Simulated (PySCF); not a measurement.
PySCF job for C₂H₇BClN, SMILES ClB(N)CC, PBE0-D3(BJ)/def2-SVP. Geometry: PBE0-D3(BJ)/def2-SVP. The structure was generated by enumeration, and PubChem lists no compound with its InChIKey, so it may never have been made. The values are those of a single conformer.

```python
import numpy as np
from pyscf import gto, scf, dft, df
from pyscf.hessian import thermo

mol = gto.M(
    atom='''
    B    -0.20857826   -0.14069216   -0.00000000
    Cl    0.39054430   -1.82677915    0.00000000
    C     0.83337551    1.03864319    0.00000000
    C     0.24951038    2.44586398   -0.00000000
    H     1.49710589    0.89195229   -0.87127679
    H     1.49710589    0.89195229    0.87127678
    H    -0.37815197    2.62462230    0.88868755
    H    -0.37815197    2.62462230   -0.88868754
    H     1.03172268    3.22028215    0.00000000
    N    -1.58700923    0.04909851   -0.00000000
    H    -2.24899464   -0.71538441   -0.00000000
    H    -2.00524841    0.96992685   -0.00000000
    ''',
    basis='def2-SVP',
    charge=0,
    spin=0,
    max_memory=1600,
    verbose=3,
)
mf = dft.RKS(mol, xc='pbe0').density_fit(auxbasis='def2-universal-jkfit')
mf.disp = 'd3bj'
mf.grids.level = 3
mf.conv_tol = 1e-11
mf.max_cycle = 100
mf.kernel()

# [left out here: the lines that compute and print the analytic Hessian (its translational invariance restored by hand, since the grid's response is missing), thermochemistry and intensities]
```

It prints:

```
[...]
       3   C                 0.00 -0.00 -0.03    0.01  0.05  0.00   -0.04 -0.10  0.00
       4   H                 0.33 -0.16  0.18    0.11  0.08 -0.00    0.11  0.43 -0.00
       5   H                -0.33  0.16  0.18    0.11  0.08  0.00    0.11  0.43  0.00
       6   H                 0.15 -0.28  0.14   -0.03 -0.05 -0.01    0.11  0.18  0.04
       7   H                -0.15  0.28  0.14   -0.03 -0.05  0.01    0.11  0.18 -0.04
       8   H                 0.00 -0.00  0.16   -0.13  0.20 -0.00    0.30 -0.45 -0.00
       9   N                -0.00 -0.00 -0.03   -0.05 -0.09  0.00   -0.04 -0.00 -0.00
      10   H                -0.00  0.00 -0.16   -0.44  0.25  0.00   -0.07  0.02 -0.00
      11   H                 0.00  0.00  0.16    0.39  0.12 -0.00   -0.03  0.00  0.00
Mode                                12                  13                  14
Irrep
Freq [cm^-1]                      996.2989           1044.0460           1120.0142
Reduced mass [au]                   1.3329              2.9088              2.0560
Force const [Dyne/A]                0.7795              1.8681              1.5196
Char temp [K]                    1433.4522           1502.1497           1611.4511
Normal mode                   x     y     z       x     y     z       x     y     z
       0   B                -0.00  0.00  0.09   -0.01 -0.13  0.00   -0.01 -0.16 -0.00
       1  Cl                -0.00 -0.00 -0.00   -0.00  0.02  0.00   -0.00  0.01  0.00
       2   C                -0.00 -0.00 -0.10    0.09 -0.13 -0.00   -0.07  0.06  0.00
       3   C                 0.00  0.00  0.07   -0.08  0.10  0.00    0.10 -0.02 -0.00
       4   H                 0.22  0.38  0.02    0.13 -0.00  0.01    0.02  0.26  0.03
       5   H                -0.22 -0.38  0.02    0.13 -0.00 -0.01    0.02  0.26 -0.03
       6   H                -0.17  0.32 -0.11   -0.03  0.25  0.01   -0.02 -0.26 -0.04
       7   H                 0.17 -0.32 -0.11   -0.03  0.25 -0.01   -0.02 -0.26  0.04
       8   H                -0.00  0.00 -0.20    0.02  0.01 -0.00   -0.12  0.20  0.00
       9   N                 0.00 -0.00 -0.01   -0.01  0.06 -0.00    0.00  0.06 -0.00
      10   H                 0.00 -0.00 -0.09    0.19 -0.13 -0.00    0.18 -0.11  0.00
      11   H                 0.00  0.00  0.06   -0.26 -0.06  0.00   -0.24 -0.06 -0.00
Mode                                15                  16                  17
Irrep
Freq [cm^-1]                     1249.5656           1321.4268           1383.9210
Reduced mass [au]                   1.2245              1.9467              1.5899
Force const [Dyne/A]                1.1265              2.0028              1.7941
Char temp [K]                    1797.8466           1901.2390           1991.1542
Normal mode                   x     y     z       x     y     z       x     y     z
       0   B                 0.00  0.00  0.03   -0.09  0.10 -0.00   -0.11 -0.04  0.00
       1  Cl                -0.00 -0.00 -0.00    0.00 -0.01  0.00    0.00  0.00  0.00
       2   C                -0.00 -0.00  0.07   -0.04 -0.14  0.00    0.07  0.07  0.00
       3   C                -0.00 -0.00 -0.10    0.04  0.01  0.00    0.02 -0.10 -0.00
       4   H                -0.03  0.54 -0.04    0.10  0.38  0.02   -0.25 -0.05 -0.21
       5   H                 0.03 -0.54 -0.04    0.10  0.38 -0.02   -0.25 -0.05  0.21
       6   H                 0.17 -0.22  0.07   -0.08  0.05 -0.09    0.04  0.32 -0.05
       7   H                -0.17  0.22  0.07   -0.08  0.05  0.09    0.04  0.32  0.05
       8   H                 0.00 -0.00  0.18   -0.15  0.21  0.00   -0.24  0.19  0.00
       9   N                -0.00 -0.00 -0.00    0.04 -0.02 -0.00    0.04  0.01 -0.00
      10   H                -0.00  0.00 -0.01    0.09 -0.05 -0.00    0.19 -0.12 -0.00
      11   H                -0.00 -0.00  0.00    0.23  0.05 -0.00    0.13  0.04 -0.00
Mode                                18                  19                  20
Irrep
Freq [cm^-1]                     1402.2737           1424.5288           1478.3392
Reduced mass [au]                   1.5560              1.2347              1.0356
Force const [Dyne/A]                1.8027              1.4762              1.3336
Char temp [K]                    2017.5596           2049.5798           2127.0010
Normal mode                   x     y     z       x     y     z       x     y     z
       0   B                 0.14  0.01 -0.00   -0.09 -0.01 -0.00    0.00  0.00  0.00
       1  Cl                -0.00  0.00 -0.00    0.00 -0.00 -0.00   -0.00 -0.00 -0.00
       2   C                -0.05 -0.01 -0.00   -0.04  0.07 -0.00   -0.00 -0.00  0.02
       3   C                 0.05 -0.08  0.00   -0.01 -0.04  0.00   -0.00 -0.00  0.05
       4   H                 0.09 -0.03  0.10    0.42 -0.18  0.37   -0.02  0.05  0.00
       5   H                 0.09 -0.03 -0.10    0.42 -0.18 -0.37    0.02 -0.05  0.00
       6   H                -0.14  0.33 -0.21    0.06  0.09  0.03   -0.23 -0.44 -0.05
       7   H                -0.14  0.33  0.21    0.06  0.09 -0.03    0.23  0.44 -0.05
       8   H                -0.25  0.23 -0.00   -0.06  0.01 -0.00   -0.00  0.00 -0.68
       9   N                -0.05  0.00  0.00    0.03  0.00  0.00   -0.00 -0.00 -0.00
      10   H                -0.22  0.14  0.00    0.16 -0.11  0.00   -0.00  0.00 -0.00
      11   H                -0.21 -0.06  0.00    0.15  0.05  0.00   -0.00 -0.00  0.02
Mode                                21                  22                  23
Irrep
Freq [cm^-1]                     1480.6799           1596.2559           3043.9959
Reduced mass [au]                   1.0862              1.5183              1.0381
Force const [Dyne/A]                1.4030              2.2794              5.6676
Char temp [K]                    2130.3686           2296.6568           4379.6323
Normal mode                   x     y     z       x     y     z       x     y     z
       0   B                -0.05 -0.01  0.00    0.11 -0.01 -0.00   -0.00 -0.00 -0.00
       1  Cl                 0.00  0.00 -0.00   -0.00  0.00 -0.00    0.00  0.00 -0.00
       2   C                 0.03  0.04  0.00   -0.01 -0.01  0.00   -0.00 -0.00 -0.00
       3   C                 0.04  0.01  0.00    0.00  0.00  0.00   -0.03  0.04  0.00
       4   H                 0.01 -0.06 -0.00   -0.03 -0.01 -0.01    0.01 -0.00 -0.01
       5   H                 0.01 -0.06  0.00   -0.03 -0.01  0.01    0.01 -0.00  0.01
       6   H                -0.49 -0.02 -0.35   -0.02 -0.01 -0.01    0.34 -0.09 -0.49
       7   H                -0.49 -0.02  0.35   -0.02 -0.01  0.01    0.34 -0.09  0.49
       8   H                 0.30 -0.28 -0.00    0.00  0.00 -0.00   -0.36 -0.33  0.00
       9   N                 0.02 -0.00  0.00   -0.13  0.02 -0.00    0.00  0.00  0.00
      10   H                 0.06 -0.03 -0.00    0.37 -0.41  0.00    0.00 -0.00 -0.00
      11   H                 0.06  0.02  0.00    0.49  0.29 -0.00    0.00 -0.00  0.00
Mode                                24                  25                  26
Irrep
Freq [cm^-1]                     3053.8756           3094.3010           3130.4609
Reduced mass [au]                   1.0644              1.0988              1.1032
Force const [Dyne/A]                5.8487              6.1986              6.3695
Char temp [K]                    4393.8471           4452.0102           4504.0362
Normal mode                   x     y     z       x     y     z       x     y     z
       0   B                 0.00 -0.00 -0.00    0.00  0.00 -0.00    0.00 -0.00 -0.00
       1  Cl                -0.00  0.00 -0.00   -0.00 -0.00  0.00   -0.00  0.00  0.00
       2   C                 0.07 -0.01 -0.00   -0.00  0.00 -0.08    0.00 -0.00 -0.02
       3   C                -0.01 -0.00  0.00    0.00 -0.00  0.02    0.00  0.00 -0.09
       4   H                -0.40  0.08  0.55   -0.40  0.08  0.51   -0.11  0.02  0.14
       5   H                -0.40  0.08 -0.55    0.40 -0.08  0.51    0.11 -0.02  0.14
       6   H                 0.02 -0.01 -0.03    0.10 -0.03 -0.14   -0.37  0.10  0.52
       7   H                 0.02 -0.01  0.03   -0.10  0.03 -0.14    0.37 -0.10  0.52
       8   H                 0.03  0.03  0.00    0.00  0.00  0.01   -0.00 -0.00 -0.02
       9   N                -0.00  0.00  0.00   -0.00 -0.00 -0.00   -0.00 -0.00  0.00
      10   H                -0.00 -0.00  0.00    0.00  0.00 -0.00    0.00  0.00 -0.00
      11   H                -0.00  0.00  0.00    0.00 -0.00  0.00   -0.00 -0.00 -0.00
Mode                                27                  28                  29
Irrep
Freq [cm^-1]                     3139.1511           3632.7157           3743.3322
Reduced mass [au]                   1.1027              1.0501              1.0994
Force const [Dyne/A]                6.4025              8.1649              9.0765
Char temp [K]                    4516.5395           5226.6691           5385.8216
Normal mode                   x     y     z       x     y     z       x     y     z
       0   B                -0.00  0.00 -0.00   -0.00  0.00 -0.00    0.00 -0.00  0.00
       1  Cl                 0.00 -0.00 -0.00   -0.00  0.00  0.00   -0.00  0.00 -0.00
       2   C                -0.00  0.00 -0.00   -0.00 -0.00 -0.00    0.00  0.00  0.00
       3   C                -0.08 -0.04 -0.00   -0.00  0.00 -0.00   -0.00  0.00 -0.00
       4   H                 0.03 -0.01 -0.04    0.00 -0.00 -0.00   -0.00 -0.00 -0.00
       5   H                 0.03 -0.01  0.04    0.00 -0.00  0.00   -0.00 -0.00  0.00
       6   H                 0.17 -0.06 -0.27    0.00 -0.00 -0.00    0.00 -0.00 -0.00
       7   H                 0.17 -0.06  0.27    0.00 -0.00  0.00    0.00 -0.00  0.00
       8   H                 0.59  0.58 -0.00   -0.00 -0.00  0.00    0.00 -0.00 -0.00
       9   N                 0.00  0.00  0.00    0.05 -0.01 -0.00   -0.01 -0.08  0.00
      10   H                 0.00 -0.00  0.00   -0.43 -0.51  0.00    0.46  0.51 -0.00
      11   H                 0.00 -0.00 -0.00   -0.28  0.64  0.00   -0.28  0.59  0.00
temperature 298.1500 [K]
pressure 101325.00 [Pa]
Rotational constants [GHz] 7.40398 2.17725 1.71821
Symmetry number 1
Zero-point energy (ZPE) 0.09857 [Eh]   258804.178 [J/mol]
                           tot       elec      trans        rot        vib
Entropy [J/mol/K]       335.048      0.000    165.051    112.354     57.642
Cv [J/mol/K]             95.791      0.000     12.472     12.472     70.847
Cp [J/mol/K]            104.105      0.000     20.786     12.472     70.847
Internal energy [J/mol]                      3718.434   3718.434 268695.772
Internal energy [Eh]   -619.63094  -619.73611
Enthalpy [J/mol]                             6197.391   3718.434 268695.772
Enthalpy [Eh]          -619.62999
Gibbs free energy [J/mol]                  -43012.582 -29780.059 251509.699
Gibbs free energy [Eh] -619.66804
mode   freq/cm-1   IR/(km/mol)
   1       75.49         0.715
   2      194.28         1.820
   3      223.74         0.019
   4      306.11         0.671
   5      381.66         3.607
   6      411.43        10.331
   7      527.02       128.623
   8      609.15        29.131
   9      649.38        20.159
  10      747.84        15.021
  11      823.15         6.166
  12      984.24         4.298
  13      996.30         0.421
  14     1044.05        51.004
  15     1120.01       128.952
  16     1249.57         0.357
  17     1321.43        74.314
  18     1383.92        44.889
  19     1402.27        26.495
  20     1424.53         0.906
  21     1478.34         7.131
  22     1480.68        16.414
  23     1596.26       202.884
  24     3044.00        29.031
  25     3053.88        11.818
  26     3094.30         1.530
  27     3130.46        27.092
  28     3139.15        22.177
  29     3632.72        43.279
  30     3743.33        46.207
max |gradient| / (hartree/bohr): 1.4796300805302018e-05
APT charges: [ 1.0082 -0.4943 -0.2208  0.0606  0.0029  0.0029 -0.0173 -0.0173 -0.0235
 -0.7339  0.2197  0.2129]
```

The run converged.

Cost: around 3 core-minutes (rough).
